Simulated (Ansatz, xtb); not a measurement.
## Two isomers of C6H9NO

We compare X, `NC1=CCCC(O)=C1`, a singlet, with Y, `NC1=CC=C(O)CC1`, a singlet. Both are isolated molecules in the gas phase, relaxed with PBE-D3(BJ)/def2-SVP; the shapes shown needn't be the lowest conformers.

X (Å):

```yaml
atoms:
  - { symbol: C, position_ang: [-0.7382, -0.7279, 0.6211] }
  - { symbol: C, position_ang: [0.2654, -0.0466, 1.2517] }
  - { symbol: C, position_ang: [0.8533, 1.1827, 0.6027] }
  - { symbol: C, position_ang: [0.9112, 1.0434, -0.9247] }
  - { symbol: C, position_ang: [-0.3906, 0.5170, -1.4679] }
  - { symbol: C, position_ang: [-1.1593, -0.3302, -0.7307] }
  - { symbol: N, position_ang: [-1.4799, -1.7619, 1.2055] }
  - { symbol: O, position_ang: [-0.6623, 0.9163, -2.7378] }
  - { symbol: H, position_ang: [-1.0757, -2.1245, 2.0723] }
  - { symbol: H, position_ang: [-1.7112, -2.5266, 0.5648] }
  - { symbol: H, position_ang: [0.5731, -0.3264, 2.2716] }
  - { symbol: H, position_ang: [1.8712, 1.3870, 0.9920] }
  - { symbol: H, position_ang: [0.2439, 2.0871, 0.8558] }
  - { symbol: H, position_ang: [1.7161, 0.3274, -1.2165] }
  - { symbol: H, position_ang: [1.1485, 2.0073, -1.4180] }
  - { symbol: H, position_ang: [-1.4927, 0.4865, -3.0221] }
  - { symbol: H, position_ang: [-2.1017, -0.7378, -1.1343] }
```

Y (Å):

```xyz
17

C    -1.0179   -0.3877    0.6970
C    -0.6240    0.8945    0.9615
C     0.2469    1.6201    0.0402
C     0.8927    0.9723   -0.9684
C     0.7603   -0.5219   -1.1068
C    -0.6095   -1.0138   -0.6226
N    -1.7863   -1.1807    1.5474
O     1.7545    1.5378   -1.8666
H    -2.2842   -0.6722    2.2824
H    -2.3969   -1.8540    1.0767
H    -0.9715    1.4048    1.8740
H     0.3940    2.7034    0.1879
H     1.8333    2.4860   -1.6475
H     0.9354   -0.8166   -2.1607
H     1.5704   -1.0009   -0.5063
H    -0.6060   -2.1200   -0.5390
H    -1.3857   -0.7531   -1.3825
```

Question: Which of the two would you expect CCSD(T)/def2-SVP + ΔMP2/def2-TZVPP electronic energies to favour?

Answer: CCSD(T)/def2-SVP + ΔMP2/def2-TZVPP gives E(Y) − E(X) = +0.39 kcal/mol, slightly favouring structure X, which is too small a margin to settle the true order.

How the difference moves with the method:

| level | geometry | E(Y) − E(X) (kcal/mol) | departure from the last row (kcal/mol) | job, with rough time for the two |
| --- | --- | --- | --- | --- |
| GFN2-xTB | GFN2-xTB | −1.36 | −1.75 | optimisation, 0.68 s |
| HF/STO-3G | GFN2-xTB | −0.47 | −0.86 | single point, 2.2 s |
| r2SCAN-D4/def2-SVP | GFN2-xTB | −0.27 | −0.66 | single point, 14 s |
| PBE-D3(BJ)/def2-SVP | PBE-D3(BJ)/def2-SVP | −0.50 | −0.89 | optimisation, 83 s |
| HF/def2-SVP | PBE-D3(BJ)/def2-SVP | +1.03 | +0.64 | part of the CCSD(T) run |
| MP2/def2-SVP | PBE-D3(BJ)/def2-SVP | +0.06 | −0.33 | part of the CCSD(T) run |
| CCSD(T)/def2-SVP | PBE-D3(BJ)/def2-SVP | +0.25 | −0.14 | single point |
| CCSD(T)/def2-SVP + ΔMP2/def2-TZVPP | PBE-D3(BJ)/def2-SVP | +0.39 |  | single point, 6.7 min |

As drawn, both hold the same kinds of bond in the same numbers.

The largest departure from CCSD(T)/def2-SVP + ΔMP2/def2-TZVPP is that of GFN2-xTB, 1.75 kcal/mol. The last row adds to CCSD(T) the change of the MP2 difference between the two basis sets, here +0.14 kcal/mol.

With thermal terms from frequencies at re-optimised GFN2-xTB minima (ideal gas, soft modes damped towards free rotors, one conformer each, 298.15 K, 1 atm): on the last row, ΔE + ΔZPE = +0.40, ΔH = +0.41, ΔG = +0.38 kcal/mol.

The correlated steps freeze 8 core orbitals. Programs: Ansatz 0.2.0, xtb 6.7.1; the last row on 2 threads of Intel(R) Xeon(R) Processor @ 2.50GHz (Skylake/Cascade Lake) on a shared host.
